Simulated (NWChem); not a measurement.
System: C$_{3}$F$_{3}$, doublet; SMILES [C]#CC(F)(F)F

Input file for NWChem:

```
start job
memory heap 200 mb stack 900 mb global 1100 mb
geometry units angstroms noautoz
  C      0.000000     0.000000     2.413292
  C      0.000000     0.000000     1.202971
  C      0.000000     0.000000    -0.269834
  F      0.129109    -1.236138    -0.742538
  F     -1.135081     0.506257    -0.742538
  F      1.005972     0.729881    -0.742538
end
basis spherical
  * library def2-svp
end
dft
  odft
  mult 2
  xc xpbe96 cpbe96
  iterations 150
  mulliken
end
task dft energy
```

Parts of the log:

```
             Northwest Computational Chemistry Package (NWChem) 7.3.0
             --------------------------------------------------------

 C3  symmetry detected

                             Geometry "geometry" -> ""
                             -------------------------

 Output coordinates in angstroms (scale by  1.889725989 to convert to a.u.)

  No.       Tag          Charge          X              Y              Z
 ---- ---------------- ---------- -------------- -------------- --------------
    1 C                    6.0000     0.00000000    -0.00000000     2.41262427
    2 C                    6.0000     0.00000000    -0.00000000     1.20230327
    3 C                    6.0000     0.00000000    -0.00000000    -0.27050173
    4 F                    9.0000     0.46984695    -1.15063009    -0.74320573
    5 F                    9.0000    -1.23139836     0.16841565    -0.74320573
    6 F                    9.0000     0.76155141     0.98221443    -0.74320573

 Effective nuclear repulsion energy (a.u.)     222.3872857170

      Symmetry information
      --------------------

 Group name             C3
 Group number              5
 Group order               3
 No. of unique centers     4

  pbe96 is a nonlocal functional; adding pw91lda local functional.

                                 NWChem DFT Module
                                 -----------------

 Summary of "ao basis" -> "ao basis" (spherical)
 ------------------------------------------------------------------------------
       Tag                 Description            Shells   Functions and Types
 ---------------- ------------------------------  ------  ---------------------
 C                          def2-svp                 6       14   3s2p1d
 F                          def2-svp                 6       14   3s2p1d

      Symmetry analysis of basis
      --------------------------

        a          32
        e+         26
        e-         26

  Rotation of axis

            General Information
            -------------------
          SCF calculation type: DFT
          Wavefunction type:  spin polarized.
          No. of atoms     :     6
          No. of electrons :    45
           Alpha electrons :    23
            Beta electrons :    22
          Charge           :     0
          Spin multiplicity:     2
          Use of symmetry is: on ; symmetry adaption is: on
          Maximum number of iterations: 150
          AO basis - number of functions:    84
                     number of shells:    36
          Convergence on energy requested:  1.00D-06
          Convergence on density requested:  1.00D-05
          Convergence on gradient requested:  5.00D-04

              XC Information
              --------------
          PerdewBurkeErnzerhof Exchange Functional  1.000
            Perdew 1991 LDA Correlation Functional  1.000 local
           PerdewBurkeErnz. Correlation Functional  1.000 non-local

             Grid Information
             ----------------
          Grid used for XC integration:  medium
          Radial quadrature: Mura-Knowles
          Angular quadrature: Lebedev.
          Tag              B.-S. Rad. Rad. Pts. Rad. Cut. Ang. Pts.
          ---              ---------- --------- --------- ---------
          C                   0.70       49           8.0       434
          F                   0.50       49           9.0       434
          Grid pruning is: on
          Number of quadrature shells:   196
          Spatial weights used:  Erf1

      Superposition of Atomic Density Guess
      -------------------------------------

 Sum of atomic energies:        -410.75196569

      Non-variational initial energy
      ------------------------------

 Total energy =    -412.710593
 1-e energy   =   -1011.073144
 2-e energy   =     375.975265
 HOMO         =      -0.327243
 LUMO         =       0.069508

   Symmetry analysis of molecular orbitals - initial alpha
   -------------------------------------------------------

  Numbering of irreducible representations:

     1 a           2 e+          3 e-

  Orbital symmetries:

     1 a           2 e+          3 e+          4 a           5 a
     6 a           7 a           8 e+          9 e+         10 a
    11 a          12 a          13 e+         14 e+         15 e+
    16 e+         17 e+         18 e+         19 a          20 a
    21 e+         22 e+         23 a          24 e+         25 e+
    26 a          27 a          28 e+         29 e+         30 a
    31 a          32 a          33 a

   Symmetry analysis of molecular orbitals - initial beta
   ------------------------------------------------------

  Numbering of irreducible representations:

     1 a           2 e+          3 e-

  Orbital symmetries:

     1 a           2 e+          3 e+          4 a           5 a
     6 a           7 a           8 e+          9 e+         10 a
    11 a          12 a          13 e+         14 e+         15 e+
    16 e+         17 e+         18 e+         19 a          20 a
    21 e+         22 e+         23 a          24 e+         25 e+
    26 a          27 a          28 e+         29 e+         30 a
    31 a          32 a          33 a

     ---------------------------------------------
      Total Density - Mulliken Population Analysis
     ---------------------------------------------

    Atom       Charge   Shell Charges
 -----------   ------   -------------------------------------------------------
    1 C    6     6.11   1.99  1.01  0.62  1.56  0.88  0.04
    2 C    6     6.19   1.99  1.01  0.25  1.95  0.96  0.03
    3 C    6     4.52   1.99  0.78  0.07  1.22  0.30  0.15
    4 F    9     9.39   1.99  1.14  0.76  3.45  2.04  0.00
    5 F    9     9.39   1.99  1.14  0.76  3.45  2.04  0.00
    6 F    9     9.39   1.99  1.14  0.76  3.45  2.04  0.00

     --------------------------------------------
      Spin Density - Mulliken Population Analysis
     --------------------------------------------

    Atom       Charge   Shell Charges
 -----------   ------   -------------------------------------------------------
    1 C    6     0.81   0.00  0.11  0.24  0.35  0.11  0.00
    2 C    6     0.11   0.00  0.02 -0.02  0.12 -0.02 -0.00
    3 C    6     0.05   0.00  0.01  0.01  0.03  0.00  0.00
    4 F    9     0.01   0.00  0.00 -0.00  0.01  0.00  0.00
    5 F    9     0.01   0.00  0.00 -0.00  0.01  0.00  0.00
    6 F    9     0.01   0.00  0.00 -0.00  0.01  0.00  0.00

   convergence    iter        energy       DeltaE   RMS-Dens  Diis-err
 ---------------- ----- ----------------- --------- --------- ---------
 d= 0,ls=0.0,diis     1   -412.6876666372 -6.35D+02  1.56D-02  5.02D-01
                                                     1.38D-02  4.92D-01
 d= 0,ls=0.0,diis     2   -412.3480979190  3.40D-01  8.01D-03  1.66D+00
                                                     7.92D-03  1.65D+00
 d= 0,ls=0.0,diis     3   -412.8980248840 -5.50D-01  2.86D-03  4.23D-02
                                                     2.74D-03  4.49D-02
 d= 0,ls=0.0,diis     4   -412.8853960831  1.26D-02  2.02D-03  6.70D-02
                                                     1.69D-03  5.57D-02
 d= 0,ls=0.0,diis     5   -412.9166372833 -3.12D-02  4.07D-04  3.49D-03
                                                     5.33D-04  4.17D-03
  Resetting Diis
 d= 0,ls=0.0,diis     6   -412.9183503453 -1.71D-03  1.38D-04  7.93D-05
                                                     1.04D-04  5.27D-05
 d= 0,ls=0.0,diis     7   -412.9184094942 -5.91D-05  7.98D-05  1.25D-05
                                                     1.17D-04  1.58D-05
 d= 0,ls=0.0,diis     8   -412.9184166636 -7.17D-06  6.45D-05  3.70D-05
                                                     4.88D-05  2.11D-05
 d= 0,ls=0.0,diis     9   -412.9184304210 -1.38D-05  1.86D-05  5.47D-06
                                                     3.45D-05  1.46D-05
 d= 0,ls=0.0,diis    10   -412.9184363247 -5.90D-06  3.80D-05  2.83D-06
                                                     2.60D-05  4.58D-07
 d= 0,ls=0.0,diis    11   -412.9184390959 -2.77D-06  1.14D-05  4.75D-07
                                                     1.24D-05  5.60D-07
 d= 0,ls=0.0,diis    12   -412.9184394210 -3.25D-07  1.28D-06  3.30D-08
                                                     1.51D-06  3.63D-08

         Total DFT energy =     -412.918439420957
      One electron energy =    -1011.655607947410
           Coulomb energy =      423.456808196638
    Exchange-Corr. energy =      -47.106925387154
 Nuclear repulsion energy =      222.387285716970

 Numeric. integr. density =       44.999999745292

                  Occupations of the irreducible representations
                  ----------------------------------------------

                     irrep           alpha         beta
                     --------     --------     --------
                     a                11.0         10.0
                     e+               12.0         12.0
                     e-                0.0          0.0

                    DFT Final Alpha Molecular Orbital Analysis
                    ------------------------------------------

 Vector   21  Occ=1.000000D+00  E=-3.569924D-01  Symmetry=a
              MO Center= -3.4D-13, -4.6D-14, -7.4D-01, r^2= 2.0D+00
   Bfn.  Coefficient  Atom+Function         Bfn.  Coefficient  Atom+Function
  ----- ------------  ---------------      ----- ------------  ---------------
    61     -0.408888  5 F  py                46      0.382068  4 F  px
    74     -0.326146  6 F  px                64      0.270606  5 F  py
    49     -0.252857  4 F  px                75      0.252874  6 F  py
    77      0.215847  6 F  px                78     -0.167354  6 F  py
    47      0.156013  4 F  py                50     -0.103251  4 F  py

 Vector   22  Occ=1.000000D+00  E=-3.027804D-01  Symmetry=e+
              MO Center= -1.4D-02,  2.9D-02,  1.7D+00, r^2= 1.7D+00
   Bfn.  Coefficient  Atom+Function         Bfn.  Coefficient  Atom+Function
  ----- ------------  ---------------      ----- ------------  ---------------
     4      0.438556  1 C  px                18      0.380872  2 C  px
     7      0.233781  1 C  px                21      0.179634  2 C  px
     5      0.162306  1 C  py                19      0.140958  2 C  py
    62     -0.139238  5 F  pz                76      0.133997  6 F  pz
    65      0.093549  5 F  pz                79     -0.090027  6 F  pz

 Vector   23  Occ=1.000000D+00  E=-3.027804D-01  Symmetry=e+
              MO Center=  1.4D-02, -2.9D-02,  1.7D+00, r^2= 1.7D+00
   Bfn.  Coefficient  Atom+Function         Bfn.  Coefficient  Atom+Function
  ----- ------------  ---------------      ----- ------------  ---------------
     5      0.438556  1 C  py                19      0.380872  2 C  py
     8      0.233781  1 C  py                22      0.179634  2 C  py
     4     -0.162306  1 C  px                48     -0.157752  4 F  pz
    18     -0.140958  2 C  px                51      0.105988  4 F  pz
     7     -0.086520  1 C  px                76      0.083415  6 F  pz

 Vector   24  Occ=0.000000D+00  E=-5.378136D-02  Symmetry=e+
              MO Center= -7.9D-03, -6.3D-03,  1.5D+00, r^2= 2.4D+00
   Bfn.  Coefficient  Atom+Function         Bfn.  Coefficient  Atom+Function
  ----- ------------  ---------------      ----- ------------  ---------------
     7      0.476431  1 C  px                21     -0.446397  2 C  px
     4      0.388451  1 C  px                18     -0.375117  2 C  px
     8     -0.285298  1 C  py                22      0.267313  2 C  py
     5     -0.232614  1 C  py                19      0.224629  2 C  py
    32     -0.177691  3 C  px                35     -0.159815  3 C  px

 Vector   25  Occ=0.000000D+00  E=-5.378136D-02  Symmetry=e+
              MO Center=  7.9D-03,  6.3D-03,  1.5D+00, r^2= 2.4D+00
   Bfn.  Coefficient  Atom+Function         Bfn.  Coefficient  Atom+Function
  ----- ------------  ---------------      ----- ------------  ---------------
     8      0.476431  1 C  py                22     -0.446397  2 C  py
     5      0.388451  1 C  py                19     -0.375117  2 C  py
     7      0.285298  1 C  px                21     -0.267313  2 C  px
     4      0.232614  1 C  px                18     -0.224629  2 C  px
    33     -0.177691  3 C  py                36     -0.159815  3 C  py

 Vector   26  Occ=0.000000D+00  E= 1.203209D-01  Symmetry=a
              MO Center= -7.3D-16, -8.2D-17,  5.8D-01, r^2= 2.4D+00
   Bfn.  Coefficient  Atom+Function         Bfn.  Coefficient  Atom+Function
  ----- ------------  ---------------      ----- ------------  ---------------
    17      2.786570  2 C  s                 37     -1.018893  3 C  pz
     3     -0.792388  1 C  s                 34     -0.601392  3 C  pz
    31     -0.579030  3 C  s                  9      0.526041  1 C  pz
     2     -0.443350  1 C  s                 30     -0.421161  3 C  s
     6      0.207627  1 C  pz                20     -0.197613  2 C  pz

                     DFT Final Beta Molecular Orbital Analysis
                     -----------------------------------------

 Vector   20  Occ=1.000000D+00  E=-3.571424D-01  Symmetry=a
              MO Center=  5.6D-16,  2.2D-14, -7.4D-01, r^2= 2.0D+00
   Bfn.  Coefficient  Atom+Function         Bfn.  Coefficient  Atom+Function
  ----- ------------  ---------------      ----- ------------  ---------------
    61     -0.408922  5 F  py                46      0.382100  4 F  px
    74     -0.326173  6 F  px                64      0.270560  5 F  py
    49     -0.252814  4 F  px                75      0.252895  6 F  py
    77      0.215810  6 F  px                78     -0.167326  6 F  py
    47      0.156026  4 F  py                50     -0.103234  4 F  py

 Vector   21  Occ=1.000000D+00  E=-2.889788D-01  Symmetry=e+
              MO Center= -2.8D-02, -1.7D-02,  1.6D+00, r^2= 1.7D+00
   Bfn.  Coefficient  Atom+Function         Bfn.  Coefficient  Atom+Function
  ----- ------------  ---------------      ----- ------------  ---------------
    18      0.405722  2 C  px                 4      0.360109  1 C  px
    21      0.229145  2 C  px                19     -0.206618  2 C  py
     5     -0.183389  1 C  py                 7      0.174906  1 C  px
    62     -0.155192  5 F  pz                48      0.124399  4 F  pz
    22     -0.116694  2 C  py                65      0.104930  5 F  pz

 Vector   22  Occ=1.000000D+00  E=-2.889788D-01  Symmetry=e+
              MO Center=  2.8D-02,  1.7D-02,  1.6D+00, r^2= 1.7D+00
   Bfn.  Coefficient  Atom+Function         Bfn.  Coefficient  Atom+Function
  ----- ------------  ---------------      ----- ------------  ---------------
    19      0.405722  2 C  py                 5      0.360109  1 C  py
    22      0.229145  2 C  py                18      0.206618  2 C  px
     4      0.183389  1 C  px                 8      0.174906  1 C  py
    76      0.161422  6 F  pz                21      0.116694  2 C  px
    79     -0.109143  6 F  pz                48     -0.107378  4 F  pz

 Vector   23  Occ=0.000000D+00  E=-2.467808D-01  Symmetry=a
              MO Center= -2.0D-16, -3.4D-16,  2.7D+00, r^2= 1.1D+00
   Bfn.  Coefficient  Atom+Function         Bfn.  Coefficient  Atom+Function
  ----- ------------  ---------------      ----- ------------  ---------------
     3      0.720289  1 C  s                  6      0.457776  1 C  pz
     2      0.335181  1 C  s                 17     -0.283030  2 C  s
    20     -0.197731  2 C  pz                16     -0.178430  2 C  s
    23     -0.178945  2 C  pz                 1     -0.161961  1 C  s
     9      0.127125  1 C  pz                34      0.096391  3 C  pz

[...]
```

Level: PBE/def2-SVP, spin-unrestricted. In the optimisation the excess spin sits in a (C3, its own frame). Geometry: optimised at PBE0/def2-SVP, spin-unrestricted. No stability test was run on the SCF state.
